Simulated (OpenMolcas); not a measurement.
Consider [Cu2(μ-OH)2(Cl)4]2-, a planar model complex in vacuum (2 bridging OH, bridge angle 88°, metal-metal distance 2.73 Å, Cu–OH 1.97 Å; typed geometry, not optimised).

```xyz
10

Cu    -1.3671     0.0000     0.0000
Cu     1.3671     0.0000     0.0000
O      0.0000     1.4157     0.0000
H      0.0000     2.3757     0.0000
O      0.0000    -1.4157     0.0000
H      0.0000    -2.3757     0.0000
Cl    -3.0147     1.6476     0.0000
Cl    -3.0147    -1.6476     0.0000
Cl     3.0147     1.6476     0.0000
Cl     3.0147    -1.6476     0.0000
```

### Question
Give the energies of the total-spin states at CASSCF(2,2) on the singly occupied d orbitals (ANO-RCC-VDZP on Cu, O, Cl and ANO-RCC-VDZ on H, scalar-relativistic DKH2, RICD, no spin-orbit coupling, OpenMolcas), and the exchange constant.

### Answer
Local spins 1/2 and 1/2.

| total S | E (cm⁻¹) | natural occupations, lowest and highest |
|---|---|---|
| 1 | 0.0 | 1.000, 1.000 |
| 0 | 26.0 | 0.996, 1.004 |

J = 13.0 cm⁻¹ (ferromagnetic).

J is defined by H = −2J S1·S2, so negative values are antiferromagnetic. Wave-function values come from the highest and lowest total spin; broken-symmetry values use Yamaguchi's formula with the computed ⟨S²⟩. The active space holds the singly occupied metal orbitals alone, without bridging-ligand orbitals. No row is a measured value.
